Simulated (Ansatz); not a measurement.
**Ligand exchange: BH(CH3)(NH2) + GaH2(SH) → BH(CH3)(SH) + GaH2(NH2)**

Species: BH(CH3)(NH2), singlet; GaH2(SH), singlet; BH(CH3)(SH), singlet; GaH2(NH2), singlet. The partners trade NH2 for SH: B–NH2 and Ga–SH bonds give way to B–SH and Ga–NH2.

Shapes, held fixed at every level: PBE0-D4/def2-TZVP. Flexible molecules stand in one conformer, not always the lowest. Programs: Ansatz 0.2.0. The zero-point and thermal change to 298 K, harmonic and unscaled (PBE0-D4/def2-TZVP), is -4.0 kJ/mol.

```
              level                    kind  ΔH(298 K) (kJ/mol)  less CCSD(T)/def2-TZVPP  CPU time (sum over the molecules)
   SPW92/def2-TZVPP                     LDA               +90.4                     +3.7                              6.2 s
BHLYP-D4/def2-TZVPP           global hybrid               +96.4                     +9.7                               13 s
 PBE0-D4/def2-TZVPP           global hybrid               +92.5                     +5.8                               13 s
 wB97M-V/def2-TZVPP  range-separated hybrid               +92.2                     +5.5                               50 s
     MP2/def2-TZVPP     perturbation theory               +85.0                     -1.7                                  –
   CCSD(T)/def2-SVP   coupled cluster or CI               +90.4                     +3.7                              8.8 s
    CCSD/def2-TZVPP   coupled cluster or CI               +88.5                     +1.8                                  –
 CCSD(T)/def2-TZVPP   coupled cluster or CI               +86.7                      0.0                            2.1 min
```

The highest level, CCSD(T)/def2-TZVPP, gives ΔH(298 K) = +86.7 kJ/mol; the levels span +85.0 to +96.4. The column of differences is taken from that level and isn't an error. No measured value is set beside it here. Relativity is left out for Ga. Outer-core shells of Ga are correlated in most correlated rows, in sets that cover them unevenly. Times are processor times on shared x86 and Arm servers, and rough.
